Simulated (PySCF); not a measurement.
A structure optimised at B3LYP-D3(BJ)/def2-SVP, used in a PySCF frequency run:

```xyz
7

N     -0.9512     1.9418     0.0000
Si    -0.5104     0.2990     0.0000
Cl    -1.2839    -0.5718    -1.6965
Cl    -1.2839    -0.5718     1.6965
Br     1.6904    -0.0952     0.0000
H     -0.8532     2.4973    -0.8445
H     -0.8532     2.4973     0.8445
```

Q: Write its SMILES, formula and point group.

A: N[Si](Cl)(Cl)Br, BrCl2H2NSi, Cs

Q: What are its rotational constants (standard atomic weights)?

A: 1.7021, 1.1057, 0.88484 GHz
